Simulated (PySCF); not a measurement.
# Electron correlation in Mn¹⁰⁺ (manganese, charge +10)

[Ne] 3s2 3p3, high-spin 4S determinant. Computed with PySCF 2.14 in an even-tempered Gaussian basis (19 s from 0.59 bohr⁻², ratio 2.5; 12 p from 0.76 bohr⁻², ratio 2.5; 5 d from 4.4 bohr⁻², ratio 2.7; 4 f from 6.6 bohr⁻², ratio 2.7), with the spin-free X2C one-electron Hamiltonian (Gaussian nucleus). Frozen: 1s2; 13 electrons correlated; the 22 highest virtual orbitals of each spin left out.

MP2 pair energies summed by pair of shells (mhartree):

```tsv
pair	energy	share (%)
2p-2p	-192.86	42.3
3s-3p	-71.22	15.6
2s-2p	-57.09	12.5
2p-3p	-49.28	10.8
2p-3s	-30.11	6.6
3p-3p	-21.64	4.7
2s-2s	-10.14	2.2
3s-3s	-9.52	2.1
2s-3p	-8.89	1.9
2s-3s	-5.43	1.2
```

Total MP2 correlation energy: -456.19 mhartree.

Same-spin part -125.48 and opposite-spin part -330.71 mhartree; SCS-MP2 scales them by 1/3 and 6/5 to -438.68 mhartree.
